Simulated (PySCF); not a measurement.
UHF on Cd²⁹⁺ (cadmium, charge +29)

Configuration: [Ar] 3d1, 2D determinant. Calculation: PySCF 2.14, in an even-tempered Gaussian basis (18 s from 3.9 bohr⁻², ratio 2.5; 12 p from 5 bohr⁻², ratio 2.5; 8 d from 5 bohr⁻², ratio 2.5; 4 f from 18 bohr⁻², ratio 2.7; 3 g from 26 bohr⁻², ratio 2.7); scalar relativity by spin-free X2C-1e.

```
Total energy                                                  : -5010.868167 hartree
One-electron energy                                           : -5841.6684 hartree
Hartree (Coulomb) energy                                      : 939.1320 hartree
Exchange energy                                               : -108.3317 hartree
⟨S²⟩                                                          : 0.7504
⟨L²⟩                                                          : 6.003
Sum of ⟨r⟩                                                    : 3.865 bohr
Sum of ⟨r²⟩                                                   : 1.188 bohr²
Traceless quadrupole moment −½Σ⟨3z² − r²⟩ along its main axis : 0.0251 e·bohr²
```

```csv
shell,electrons,mean orbital energy (eV),spread (eV),"rms radius, mean of both spins (bohr)"
1s α,1,-28239.4,0,0.0348
1s β,1,-28239.3,0,0.0348
2s α,1,-5437.8,0,0.141
2s β,1,-5432.3,0,0.141
2p α,3,-5021.0,1.196,0.125
2p β,3,-5015.6,5.351,0.125
3s α,1,-1943.1,0,0.350
3s β,1,-1936.8,0,0.350
3p α,3,-1800.0,3.215,0.345
3p β,3,-1792.0,6.923,0.345
3d α,1,-1631.6,0,0.308
```

Spin-orbit coupling, absent here, splits the open shell strongly.

Densities and radii are taken from the X2C orbitals without a picture-change correction, which distorts them close to the nucleus.

Spin-orbit constants ζ (cm⁻¹) from the X2C one-electron operator on these orbitals: bare nucleus, nucleus screened by l(l+1)(2l+1)/3 electrons, and screened by the Breit-Pauli mean field of the electrons.

| shell | bare | screened nucleus | mean field |
| --- | --- | --- | --- |
| 2p | 1050000 | 1007000 | 987700 |
| 3p | 234200 | 224500 | 220300 |
| 3d | 37940 | 30040 | 29780 |

To first order the Landé constant is A = 29780 cm⁻¹, so the lowest level has J = 3/2 and lies 5.54 eV below the centre of the term.
